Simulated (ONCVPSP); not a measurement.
# Hg (Z = 80): one change to an ONCV potential, before and after

ONCVPSP 4.0.1 input, shortened (lines: element, Z, core and valence counts, functional; n l f; lmax; l rc ep ncon nbas qcut; lloc lpopt rc5 dvloc0; l nproj debl; icmod fcfact rcfact), PBE, scalar-relativistic:

```
  Hg 80.00   11    4        4      upf
    1    0    2.00
    2    0    2.00
    2    1    6.00
    3    0    2.00
    3    1    6.00
    3    2   10.00
    4    0    2.00
    4    1    6.00
    4    2   10.00
    4    3   14.00
    5    0    2.00
    5    1    6.00
    5    2   10.00
    6    0    1.50
    6    1    0.50
    2
    0    2.00    0.00    4    7    2.80
    1    1.70    0.00    4    7    9.60
    2    1.90    0.00    3    7    8.30
    4    5    1.55   -1.00
    0    1    3.80
    1    2    2.20
    2    3    2.50
    1    0.40    0.00
```

Change: s: nproj 2.

Cutoffs: the cutoffs (Ha) at which the residual kinetic energy of the hardest occupied pseudo-wave falls to 1 and 0.1 mHa per electron; they do not see the model core or the augmentation charge, which bear on the density cutoff. Errors are all-electron minus pseudo energies relative to the spin-unpolarised reference configuration.

Predict the effect on cutoff, ghosts and configuration errors.

The potential gets neither clearly harder nor softer (22 Ha and 29 Ha → 22 Ha and 29 Ha); both files keep a bound ghost (s); of the 3 tests that both files solve, the error grows in 2 and shrinks in 0 by more than 15 % and 0.3 meV (median size 4.8 → 5.9 meV); the range in which the s phases agree widens (upper end 1.5 → at the end of the scan).

| quantity | base | changed |
| --- | --- | --- |
| cutoff, loose | 22 Ha | 22 Ha |
| cutoff, tight | 29 Ha | 29 Ha |
| bound ghosts | s | s |
| GHOST(+) flags under 300 eV | none | none |
| tests with a reliable result | 3 of 4 | 3 of 4 |
| error for 5p6 5d10 6s2 6p0, meV [ΔE -2.95 eV] | -0.7 | -1.2 |
| error for 5p6 5d10 6s1 6p0, meV [ΔE 7.74 eV] | -4.8 | -5.9 |
| error for 5p6 5d10 6s0 6p2, meV [ΔE 9.63 eV] | -23 | -24 |
| s: phases at 2.04 bohr within 0.05 rad from the reference energy up to (Ha; the scan ends near 5) | 1.5 | to the end of the scan |
| p: phases at 1.72 bohr within 0.05 rad from the reference energy up to (Ha; the scan ends near 5) | to the end of the scan | to the end of the scan |
| d: phases at 1.93 bohr within 0.05 rad from the reference energy up to (Ha; the scan ends near 5) | to the end of the scan | to the end of the scan |
| rms error of d²Exc/dni dnj with the model core, mHa | 0.53 | 0.53 |

 A true bound ghost makes a file unfit for plane-wave use even where its test errors are small: the radial tests pick states by their node count and pass the ghost by.
